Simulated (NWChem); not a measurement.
System: CH₃FSe; SMILES F[Se]C

Here is an NWChem input.

```
start job
memory heap 200 mb stack 900 mb global 1100 mb
geometry units angstroms noautoz
  Se     0.432114     0.026460     0.000000
  F     -0.715052     1.378015     0.000000
  C     -0.902338    -1.355835     0.000000
  H     -0.353028    -2.310330     0.000000
  H     -1.521877    -1.293327    -0.904301
  H     -1.521877    -1.293327     0.904301
end
basis spherical
  * library def2-svpd
end
dft
  xc b3lyp
  iterations 150
end
tddft
  cis
  nroots 8
  notriplet
end
task tddft energy
```

Structure relaxed at the PBE0/def2-SVP level. B3LYP is NWChem's, with the RPA form of VWN correlation.

Vertical excitations in the gas phase.

Question: Predict the main results of this run. (B3LYP/def2-SVPD, TDA.) Quantities: lowest excitation, singlet (eV); oscillator strength of that lowest state; lowest state with f > 0.02, singlet (eV); oscillator strength of that bright state; orbital gap (eV).

Answer: The lowest excitation, singlet (eV) is 3.09. The oscillator strength of that lowest state is 0.000. The lowest state with f > 0.02, singlet (eV) comes out as 5.76 and the oscillator strength of that bright state is 0.061. The orbital gap (eV) comes out as 4.34.
